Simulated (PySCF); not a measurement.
**Working out the ionisation energy of K**

K [Ar] 4s1 (2S) → K⁺ [Ar] (1S). All numbers are calculated (PySCF 2.14, the spin-free X2C one-electron Hamiltonian (Gaussian nucleus), in aug-cc-pwCVTZ-X2C with one added diffuse shell each of s, p, d, f type (10s9p7d4f, 100 functions)). Frozen: [Ne]. Energies in hartree (1 hartree = 27.21139 eV):

```
            part    K (lower)   K⁺ (upper)
             UHF  -601.464346  -601.316521
CCSD correlation    -0.220255    -0.210079
             (T)    -0.005367    -0.004543
```

Task: What does Hartree-Fock give?

Result: (-601.316521) − (-601.464346) = 0.147825 hartree = 4.023 eV.

Task: What do CCSD and CCSD(T) give?

Result: The CCSD correlation energies differ by 0.010176 hartree = 0.277 eV and the triples by 0.000824 hartree = 0.022 eV, so CCSD gives 4.300 eV and CCSD(T) 4.322 eV.

Measured between the centres of the two terms (NIST): 4.341 eV, so CCSD(T) (valence and next inner shell) is off by -0.019 eV.

What remains against the reference includes basis incompleteness, the frozen core and higher excitations.
